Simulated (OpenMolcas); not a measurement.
## Hf I: effect of the basis set

```yaml
Program: OpenMolcas
Method: "MS-CASPT2, IPEA 0.25 Eh, imaginary shift 0.1 Eh (closed shells correlated: 5s 5p)"
Active_space: 4 electrons in 6 orbitals (5d 6s)
State_averaging: 2S+1 = 3 even, 55 roots; 2S+1 = 5 even, 10 roots kept (CI in the orbitals of an earlier block); 2S+1 = 1 even, 50 roots kept (CI in the orbitals of an earlier block)
Spin-orbit_coupling: RASSI with atomic mean-field integrals over the reference wave functions, term energies averaged over their components
```

A. ANO-R1 [7s5p4d2f], X2C, finite nucleus; CASPT2 step of the order of 28 core-seconds
B. ANO-R2 [8s6p5d3f1g], X2C, finite nucleus; CASPT2 step about 90 core-seconds
C. ANO-RCC-VTZP [8s7p5d3f2g1h], DKH2, point nucleus; CASPT2 step of the order of 50 core-seconds
D. ANO-R3 [9s7p7d4f3g1h], X2C, finite nucleus; CASPT2 step about 2.8 core-minutes
E. ANO-RCC-VQZP [9s8p6d4f3g2h], DKH2, point nucleus; CASPT2 step roughly 3 core-minutes

Energies in cm⁻¹ above 5d² 6s² ³F₂, the measured ground level; measured values from NIST Handbook of Basic Atomic Spectroscopic Data.

```
               Level      A      B      C      D      E  Measured
         5d² 6s² ³F₂    0.0    0.0    0.0    0.0    0.0       0.0
         5d² 6s² ³F₃   2320   2400   2440   2440   2450      2357
         5d² 6s² ³P₀   3890   3940   3900   4300   4100      5522
         5d² 6s² ³F₄   4420   4470   4570   4490   4520      4568
         5d² 6s² ³P₁   4890   5000   4990   5410   5210      6573
         5d² 6s² ¹G₄  11010   9910  10400   9430   9710     10533
          5d³ 6s ⁵F₁  13040  13400  12690  13270  13010          
          5d³ 6s ⁵F₂  13740  14120  13420  14000  13730          
          5d³ 6s ⁵F₃  14750  15140  14460  15030  14770          
          5d³ 6s ⁵F₄  15950  16350  15700  16240  15980          
          5d³ 6s ⁵F₅  17230  17580  16970  17430  17190          
          5d³ 6s ⁵P₁  21260  21250  20640  20890  20720          
   5d³ 6s ⁵P₂ [72 %]  21550  21420  20830  20940  20760          
         5d² 6s² ¹S₀  21850  20120  19960  19740  19290     20328
   5d³ 6s ⁵P₃ [63 %]  22910  22930  22380  22710  22560          
   5d³ 6s ³G₃ [61 %]  24060  23070  22860  21940  21960          
   5d³ 6s ³G₄ [74 %]  24540  23490  23360  22390  22440          
5d³ 6s ³F₂(1) [73 %]  24770  23720  23250  22460  22370          
   5d³ 6s ³D₁ [66 %]  25480  24590  24110  23620  23420          
   5d³ 6s ³G₅ [61 %]  25530  24480  24380  23370  23440          
5d³ 6s ³F₃(1) [59 %]  26710  25720  25340  24510  24440          
   5d³ 6s ³D₂ [60 %]  26800  25910  25470  24960  24770          
       5d³ 6s ³P₀(1)  27440  26240  25660  24990  24700          
   5d³ 6s ³H₄ [59 %]  27770  26390  26370  24970  25060
```

Deviations, from unrounded energies. A percentage is the sum of absolute deviations over the sum of measured energies, with the sign that they share, or ± where signs differ.

| Against measurement | Levels | A | B | C | D | E |
| --- | --- | --- | --- | --- | --- | --- |
| mean absolute deviation (cm-1) | 6 | 920 | 690 | 630 | 710 | 800 |
| fine structure of the ground term (%) | 2 | -2.7 | ±2.0 | ±1.3 | ±2.3 | ±2.1 |
| other terms of the ground configuration (%) | 4 | ±12.4 | -9.3 | -8.6 | -9.5 | -10.8 |

C lies closest to measurement on these levels and A furthest from it. The largest miss of C in the table is 5d² 6s² ³P₀, by -1600 cm-1. The ranking rests on the paired levels alone, and a cruder setting can come out closer through cancelling errors.

The two smallest mean deviations differ by little beside CASPT2's spread within terms, so their order carries little weight.

Among A to E the level of the table that moves most is 5d³ 6s ³H₄ [59 %], by 2800 cm-1 (lowest in D, highest in A). Moves below CASPT2's spread within the term are not significant.

CASPT2 breaks the degeneracy within a term, and the mean is taken; among the terms shown or strongly mixed into the levels shown the widest spread is 1400 cm-1 (5d² 6s² ³F, D). Over all roots computed the reference weight is 0.88 to 0.96 in A, 0.86 to 0.93 in B, 0.85 to 0.94 in C, 0.85 to 0.93 in D, 0.85 to 0.93 in E; the roots of lowest weight are the least certain, and an intruder state may touch them. Terms from blocks run as CI alone lack orbitals of their own. A single d shell beside an s shell can misplace configurations of different d count against each other. Some terms miss by over 15 % even with CASPT2, which points to a basis or an active space too small for the shells correlated. The CASPT2 spread within a term exceeds the gap to the next term for 5d³ 6s ³D and 5d³ 6s ³F(1), so the order of their levels is uncertain, and so are names and mixing where such terms share a J (figures for A; the like holds for B, C, D, E). Computed and measured levels are paired by configuration, term and J; levels that our copy of the source lacks, or whose pairing is in doubt (as where it misses far off the trend of its configuration), stay unpaired and out of the deviations. Only configurations of the active space appear. The table leaves out levels that lie high or whose names do not pair safely across all columns.

A share in square brackets marks a mixed level and gives the weight of the term that names it, the lowest over the columns. A number in round brackets counts repeated terms of one configuration in the order of the reference energies.
